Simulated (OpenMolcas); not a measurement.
**Co³⁺: Racah parameters, the spin-orbit constant, worked from levels**

| Item | Value |
| --- | --- |
| Program | OpenMolcas 26.06 |
| Basis | ANO-R2 [7s5p4d2f1g] |
| Scalar Hamiltonian | X2C, finite nucleus |
| Active space | 6 electrons in 5 orbitals (3d) |
| State averaging | 2S+1 = 5 even, 5 roots; 2S+1 = 3 even, 45 roots; 2S+1 = 1 even, 50 roots |
| Spin-orbit coupling | state interaction with AMFI integrals over the reference wave functions, term energies averaged over their components |

Methods: CASSCF; MS-CASPT2, IPEA 0.25 Eh, imaginary shift 0.1 Eh (closed shells correlated: 3s 3p). Measured levels: Sugar and Corliss, J. Phys. Chem. Ref. Data 10, 1097 (1981).

**Racah parameters.** Above ⁵D, d6 has ³G at 9B + 4C, ³H at 4B + 4C and ³D at 16B + 4C. The first two fix B and C, and the third tests them; where it misses by thousands of cm-1, two parameters do not describe the configuration (Trees and configuration-interaction terms are left out) and B and C hang on the terms chosen. Term energies are centres of gravity, weighted by 2J + 1.

```csv
Source,³G,³H,B,C,C/B,"³D from B, C",³D found
CASSCF,32869,25856,1403,5061,3.61,42692,42231
MS-CASPT2,29246,23750,1099,4838,4.40,36936,36244
```

Energies in cm-1. From CASSCF to MS-CASPT2, B changes by -21.7 % and C by -4.4 %.

**The spin-orbit constant.** For the Hund term ⁵D of d6, E(J) = (A/2) J(J+1) + constant and ζ = -2S·A = -4A. From J = 0 to J = 4 the energy changes by 10 A.

```tsv
Source	E(4) - E(0)	A	ζ
CASSCF	-1466.5	-146.7	587
MS-CASPT2	-1458.7	-145.9	583
measured	-1493.6	-149.4	597
```

All in cm-1. MS-CASPT2 is off by -2.3 % and CASSCF by -1.8 %. Both methods take the spin-orbit matrix elements from the reference wave functions, so the second can move ζ only through the term energies and any multistate remixing. Second-order mixing with other terms is absorbed into this ζ.

CASPT2 does not keep the components of a term degenerate, so their means are used; among the terms shown or strongly mixed into the levels shown the widest spread is 320 cm-1 (3d⁶ ³G, MS-CASPT2). Without dynamic correlation excited terms often stand tens of per cent too high (terms of higher spin than the ground term too low), and those without a measured partner can miss by more than the paired ones (holds for CASSCF). Computed and measured levels are paired by configuration, term and J; levels that our copy of the source lacks, or whose pairing is in doubt (as where it misses far off the trend of its configuration), stay unpaired and out of the deviations. Only configurations of the active space appear.
